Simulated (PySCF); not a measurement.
# Exercise with solution: dipole moment from atomic charges

Si(F)2(OH)(SeH) (F₂H₂OSeSi), SMILES O[Si](F)(F)[SeH]. Atoms are numbered in the order given.

```xyz
7

O     -1.0117     1.5825     0.9806
Si    -0.7367     0.0870     0.3856
F     -1.8390    -0.3383    -0.7044
F     -0.9053    -0.8942     1.6410
Se     1.2344    -0.1606    -0.6643
H     -0.8255     2.3292     0.4037
H      1.9642     0.3455     0.5095
```
Charge 0, spin multiplicity 1.

Geometry optimised at PBE0-D3(BJ)/def2-SVP. This is a generated structure with no PubChem entry under its InChIKey; it may be hypothetical. One conformer was computed; it need not be the lowest.

Charges (e) from B3LYP/def2-TZVP run with PySCF:

| atom | ESP fit | Mulliken |
|---|---|---|
| O1 | -0.505 | -0.484 |
| Si2 | 0.568 | 0.844 |
| F3 | -0.179 | -0.301 |
| F4 | -0.207 | -0.300 |
| Se5 | -0.181 | -0.209 |
| H6 | 0.369 | 0.330 |
| H7 | 0.136 | 0.120 |

The dipole moment of the full density is 2.65 D.

Problem. What dipole moment does each set of point charges give, and which comes closer to that of the density?

Solution. 
μ = Σ q r, and 1 e Å = 4.8032 D.
ESP fit: Σ q r = (0.348, 0.431, -0.151) e Å, |μ| = 2.76 D.
Mulliken: Σ q r = (0.398, 0.521, -0.096) e Å, |μ| = 3.18 D.
ESP fit comes closer in size. Point charges leave out the atoms' own dipoles (lone pairs, polarised bonds); fits to the potential absorb them, partitions of the density don't.
